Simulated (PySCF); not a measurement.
HS2, SMILES [S]S, multiplicity 2. Coordinates come from a PBE-D3(BJ)/def2-TZVP optimisation. The isomer is the one that the SMILES or the coordinates give; other isomers of the formula were not compared.

These are PySCF 2.14.0 with PBE-D3(BJ)/def2-TZVP values and carry that method's errors.

Harmonic wavenumbers (cm⁻¹): 590, 884, 2444. Rotational constants (GHz): 291.8, 7.873, 7.667; symmetry number 1.

Task: Work out the zero-point energy and the ideal-gas rigid-rotor harmonic-oscillator thermochemistry at 298.15 K and 1 atm.

Result: ZPE = ½ Σ hcν = ½ × 3918 cm⁻¹ = 5.60 kcal/mol. H − E(el) = 8.11 kcal/mol. Entropy in cal/(mol K): translation 38.44, rotation 20.44, vibration 0.62, spin 1.38, total 60.87. G − E(el) = -10.04 kcal/mol. Cp = 9.53 cal/(mol K).
